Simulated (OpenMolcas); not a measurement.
V4+ (d1) among equal point charges was computed by CASSCF with the d shell active (OpenMolcas, ANO-RCC-VTZP on the metal). Its lowest spin-free states, and all those of the highest spin:

```json
{"2S+1": "2", "Degeneracy": "2", "E (cm-1)": "0.0"}
{"2S+1": "2", "Degeneracy": "2", "E (cm-1)": "2502"}
{"2S+1": "2", "Degeneracy": "1", "E (cm-1)": "8836"}
```

**Question.** Is the site octahedral, tetrahedral or cube-like, axial, or of lower symmetry?

**Answer.** The states with 2S+1 = 2 have orbital degeneracies 2, 2, 1. There are pairs but no triples, so the site is axial: not cubic, but with a proper or improper axis of order three or more. The run had V4+ among 5 point charges of -2.6 e arranged as a trigonal bipyramid (D3h), 2 Å from the ion, with the axial distance 1.900 Å.

An orbital doublet at a regular site is open to a Jahn-Teller distortion, which this geometry leaves out. Point charges carry no covalency, so the field is a model and not that of real ligands. No measured value stands beside these numbers.
